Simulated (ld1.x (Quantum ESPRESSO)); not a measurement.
**Which change was made? (Si, TM)**

| Property | Result |
| --- | --- |
| Element | silicon |
| Generator | ld1.x (Quantum ESPRESSO) 7.5 |
| Type | norm-conserving Troullier–Martins (Kleinman–Bylander form) |
| Functional | LDA (PZ) |
| Relativity | scalar-relativistic |
| Frozen core | [Ne] |
| Valence charge | 4 |
| Reference configuration | 3s2 3p0 (charge +2) |
| Partial waves | 3p (bound, empty): rc 1.90 bohr; 3d channel at 0.3 Ry: rc 1.95 bohr; 3s (bound): rc 1.40 bohr |
| Local potential | the s channel |
| Core correction | Bessel-smoothed model core inside 0.85 bohr |

Cutoffs, loose and tight: the cutoffs (Ry, on a coarse ladder) from which the occupation-weighted sum of valence levels, in a spherical-Bessel basis at the reference potential, stays within 10 and 1 mRy of its value at 400 Ry. They do not see the model core or the augmentation charge, which bear on the density cutoff. Test errors are all-electron minus pseudo excitation energies from the reference, over the configurations 3s2 3p2; 3s2 3p1; 3s1 3p0; 3s0 3p4; 3s2 3p2.3; 3s2 3p1.5; 3s1 3p3 (two spin-polarised tests are not counted in the largest error); variants that change the core or the reference have their own tests.

The base gives: outcome: generated; cutoff, loose: 35 Ry; cutoff, tight: 80 Ry; bound ghosts: none; largest test error (meV): +34.

(1) After one change the result is: outcome: generated, misses its reference levels by 1.05 eV; bound ghosts: not determined; largest test error (meV): test run stopped at test 1 of 9 (negative rho). Which change was it?
A. type PAW; waves now 3s (bound): rcut 1.20, rcutus 1.40 bohr; 3s channel at 1.95 Ry: rcut 1.20, rcutus 1.40 bohr; 3p (bound): rcut 1.65, rcutus 1.90 bohr; 3p channel at 1.2 Ry: rcut 1.65, rcutus 1.90 bohr; 3d channel at 0.3 Ry: rcut 1.70, rcutus 1.95 bohr; 3d channel at 1.4 Ry: rcut 1.70, rcutus 1.95 bohr; local potential all-electron potential smoothed inside 1.30 bohr (lloc = -1); augmentation BESSEL, radius 1.00 bohr
B. wave 3s (bound): rc 1.40 bohr becomes 3s (bound): rc 2.00 bohr
C. wave 3s (bound): rc 1.40 bohr becomes 3s (bound): rc 1.78 bohr

Results:

(1) A. The others give: wave 3s (bound): rc 1.40 bohr becomes 3s (bound): rc 1.78 bohr → outcome: generated; cutoff, loose: 18 Ry; cutoff, tight: 40 Ry; bound ghosts: none; largest test error (meV): +32 | wave 3s (bound): rc 1.40 bohr becomes 3s (bound): rc 2.00 bohr → outcome: generated; cutoff, loose: 15 Ry; cutoff, tight: 35 Ry; bound ghosts: none; largest test error (meV): +40.
